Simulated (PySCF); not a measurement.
Computed with PySCF 2.14.0 with PBE-D3(BJ)/def2-TZVP // B3LYP-D3(BJ)/def2-TZVP. All species are isolated molecules in the gas phase. One relaxed conformer stands for a flexible species; it need not be the lowest. 

Reference species (SMILES): `C[C](=O)[GeH3]` (neutral, multiplicity 1).

| Quantity | Result |
|---|---|
| S1 oscillator strength | 0.002 |
| HOMO–LUMO gap | 3.31 eV |

Changed species: `CC(=O)O[SiH3]` (O–C–O–Si torsion 0°) (X = siloxy; the reference has X = germyl).

**Question.** Give the shifts of the S1 oscillator strength and HOMO–LUMO gap.

**Answer.** the S1 oscillator strength hardly moves; the HOMO–LUMO gap goes up by 2.05 eV, to 5.36 eV.
